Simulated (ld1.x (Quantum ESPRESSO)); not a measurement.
An all-electron radial function and its pseudo partner (Rh (Z = 45))

Columns: radius, all-electron u(r) and pseudo u(r) of the 4p shell (level -86.07 eV) of rhodium in the configuration [Ar] 3d10 4s2 4p6 4d6 5s0 5p0; PBE, scalar-relativistic, RRKJ scheme, ld1.x (Quantum ESPRESSO) 7.5.

```tsv
r (bohr)	all-electron	pseudo
0.082	0.3759	0.0036
0.165	-0.1334	0.0200
0.248	-0.5514	0.0633
0.330	-0.5477	0.1471
0.413	-0.2662	0.2802
0.495	0.1066	0.4529
0.578	0.4642	0.6488
0.660	0.7456	0.8345
0.742	0.9417	0.9847
0.825	1.0584	1.0821
0.908	1.1062	1.1201
0.990	1.1022	1.1083
1.072	1.0621	1.0632
1.155	0.9976	0.9976
1.238	0.9192	0.9192
1.320	0.8355	0.8355
1.402	0.7507	0.7507
1.485	0.6672	0.6672
1.568	0.5883	0.5883
1.650	0.5162	0.5162
1.733	0.4497	0.4497
1.815	0.3906	0.3906
1.898	0.3373	0.3373
1.980	0.2907	0.2907
2.062	0.2499	0.2499
2.145	0.2138	0.2138
```

(1) How many radial nodes do the two functions have?

(2) At about which radius was the pseudo-wave matched?

(3) Where does each function peak?

(4) Is the pseudo-wave norm-conserving?

Results:

(1) The all-electron 4p function has n − l − 1 = 2; the pseudo-wave has 0, since the states of the same l below it are removed with the core.

(2) 1.15 bohr, where the columns begin to agree (steps of 0.08 bohr).

(3) Outermost all-electron maximum near 0.91 bohr, pseudo maximum near 0.91 bohr (to the table’s step).

(4) Yes: the RRKJ scheme keeps the norm inside the radius equal to the all-electron one, which fixes the energy derivative of the logarithmic derivative at the level.
